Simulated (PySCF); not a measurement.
Isomers of C5H7FO2Si.

All values: wB97X-D/def2-SVPD (PySCF) at GFN2-xTB geometries, gas phase, one conformer each. Core orbitals are frozen in the response; Δα² is half the sum of the squared differences of the principal polarisabilities.

(1) Rank by dipole moment, highest first.
A. `[O:1]=[C:2]([OH:3])[C@@H:4]1[CH:5]=[C:6]([F:7])[CH2:8][SiH2:9]1` with O1–C2–O3–H 2°, O1–C2–C4–C5 -145°
B. `[F:1][CH2:2][C:3]#[C:4][SiH:5]1[O:6][CH2:7][CH2:8][O:9]1` with C4–Si5–O6–C7 -126°, Si5–O6–C7–C8 15°, O6–C7–C8–O9 -17°, C7–C8–O9–Si5 12°
C. `[CH3:1][O:2][C:3]1=[CH:4][Si@@H:5]([OH:6])[CH:7]=[C:8]1[F:9]` with C1–O2–C3–C4 1°, C4–Si5–O6–H 53°
D. `[CH3:1][C@@:2]1([F:3])[CH:4]=[CH:5][O:6][SiH2:7][C:8]1=[O:9]` with C1–C2–C4–C5 175°, C4–C5–O6–Si7 -17°, C5–O6–Si7–C8 -4°, O6–Si7–C8–O9 -126°
E. `[O:1]=[C:2]=[C:3]([CH:4]=[O:5])[C@H:6]([SiH3:7])[CH2:8][F:9]` with C2–C3–C4–O5 -179°, C2–C3–C6–Si7 89°, C3–C6–C8–F9 65°

(2) Rank by mean static polarisability, lowest first.
A. `[CH3:1][O:2][C:3]1=[CH:4][Si@@H:5]([OH:6])[CH:7]=[C:8]1[F:9]` with C1–O2–C3–C4 1°, C4–Si5–O6–H 53°
B. `[O:1]=[C:2]=[C:3]([CH:4]=[O:5])[C@H:6]([SiH3:7])[CH2:8][F:9]` with C2–C3–C4–O5 -179°, C2–C3–C6–Si7 89°, C3–C6–C8–F9 65°
C. `[CH3:1][C@@:2]1([F:3])[CH:4]=[CH:5][O:6][SiH2:7][C:8]1=[O:9]` with C1–C2–C4–C5 175°, C4–C5–O6–Si7 -17°, C5–O6–Si7–C8 -4°, O6–Si7–C8–O9 -126°

Results:

(1) B (2.50 D), C (2.32 D), A (1.75 D), D (1.41 D), E (1.08 D).

(2) C (12.68 Å³), A (13.14 Å³), B (13.70 Å³).

All values together:

```
                     SMILES  μ (D)  HOMO (eV)  LUMO (eV)  α (Å³)  Δα (Å³)
O=C(O)[C@@H]1C=C(F)C[SiH2]1   1.75      -9.15       1.46   12.94     3.77
   C[C@@]1(F)C=CO[SiH2]C1=O   1.41      -8.77       0.11   12.68     3.71
  O=C=C(C=O)[C@H]([SiH3])CF   1.08      -9.19       0.04   13.70     4.26
           FCC#C[SiH]1OCCO1   2.50      -9.91       1.05   12.82     6.78
      COC1=C[Si@@H](O)C=C1F   2.32      -8.43       0.20   13.14     6.00
```

Conformers: `[O:1]=[C:2]([OH:3])[C@@H:4]1[CH:5]=[C:6]([F:7])[CH2:8][SiH2:9]1` with O1–C2–O3–H 2°, O1–C2–C4–C5 -145°; `[CH3:1][C@@:2]1([F:3])[CH:4]=[CH:5][O:6][SiH2:7][C:8]1=[O:9]` with C1–C2–C4–C5 175°, C4–C5–O6–Si7 -17°, C5–O6–Si7–C8 -4°, O6–Si7–C8–O9 -126°; `[O:1]=[C:2]=[C:3]([CH:4]=[O:5])[C@H:6]([SiH3:7])[CH2:8][F:9]` with C2–C3–C4–O5 -179°, C2–C3–C6–Si7 89°, C3–C6–C8–F9 65°; `[F:1][CH2:2][C:3]#[C:4][SiH:5]1[O:6][CH2:7][CH2:8][O:9]1` with C4–Si5–O6–C7 -126°, Si5–O6–C7–C8 15°, O6–C7–C8–O9 -17°, C7–C8–O9–Si5 12°; `[CH3:1][O:2][C:3]1=[CH:4][Si@@H:5]([OH:6])[CH:7]=[C:8]1[F:9]` with C1–O2–C3–C4 1°, C4–Si5–O6–H 53°.
